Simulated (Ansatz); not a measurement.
Compare A (`COC(=N)[SiH2]F`) with its isomer B (`C=NC(F)O[SiH3]`).

Isolated molecules relaxed with PBE0-D4/def2-TZVP in Ansatz; ΔE leaves out vibrations. CCSD(T)/CBS is the MP2 limit (def2-TZVPP, def2-QZVPP) plus CCSD(T) − MP2 in def2-TZVPP, frozen cores. DFT in def2-TZVPP. B3LYP here is the variant with VWN-RPA as its local correlation; programs differ in this. Each species was taken in one conformer, which may not be the lowest.

Question: Which is lower in electronic energy at CCSD(T)/CBS, and by how much? (An estimate is asked.)

Answer: Ansatz gave: A, by 26.5 kcal/mol.

Question: Give E(B) − E(A) in kcal/mol with PBE0-D4, ωB97M-V, B2PLYP, HF/def2-TZVPP, B3LYP-D4, r2SCAN-D4, CCSD/def2-TZVPP. (Estimate.)

Answer: The calculation gave: PBE0-D4 26.2, ωB97M-V 25.3, B2PLYP 26.8, HF/def2-TZVPP 22.4, B3LYP-D4 26.4, r2SCAN-D4 27.2, CCSD/def2-TZVPP 24.7. None reverses the order clearly.

Largest T1 diagnostic: 0.014.

In def2-TZVPP, CCSD(T) changes the Hartree–Fock value by +2.7 kcal/mol (the triples alone add +0.4 kcal/mol) and MP2 by +4.7 kcal/mol. From PBE to PBE0 (25 % exact exchange), in def2-TZVPP and without D4, E(B) − E(A) moves by −1.2 kcal/mol.
